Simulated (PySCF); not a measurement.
CH₃F₂Sb, SMILES [CH3][Sb]([F])[F]. The structure is a stationary point at PBE-D3(BJ)/def2-SVP. The def2 effective core potentials stand for the cores of Sb; spin–orbit coupling is left out.

Question: Give the equilibrium geometry at PBE-D3(BJ)/def2-SVP (PySCF confirms it by a frequency run) as a Z-matrix. (An estimate is asked for; the answer gives what the named calculation found.)

Answer: 
```
C
H 1 1.1072
H 1 1.1078 2 109.90
H 1 1.1079 2 109.84 3 120.88
Sb 1 2.1708 2 106.75 4 119.92
F 5 1.9588 1 92.87 2 55.65
F 5 1.9591 6 96.39 1 93.38
```
